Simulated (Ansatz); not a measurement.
`[CH3][GeH]1[CH]=[C]1O`. Charge 0, multiplicity 1. Correlated methods include outer-core shells of Ge, which these sets cover unevenly. Scalar relativity is left out up to krypton.

Cartesian coordinates in Å:
```
C 1.250 -0.409 -1.503
Ge 0.477 0.660 -0.070
C -1.394 0.592 0.350
C -0.681 -0.097 1.236
O -0.878 -0.825 2.338
H 0.624 -1.284 -1.676
H 2.256 -0.733 -1.234
H 1.307 0.179 -2.421
H 1.296 1.916 0.275
H -2.432 0.845 0.169
H -1.824 -0.844 2.536
```

Give the diagnostics of a CCSD(T)/def2-TZVPP run (frozen core, the Gaussian-basis code of Ansatz). (Estimate.)

Ansatz gave: T1 = 0.0124, largest single amplitude 0.019, largest double 0.039, (T) share of the correlation energy 4.3 %, 9 CCSD cycles. The RHF solution is stable towards an unrestricted one. T1 lies under the customary mark of 0.02 for closed shells.
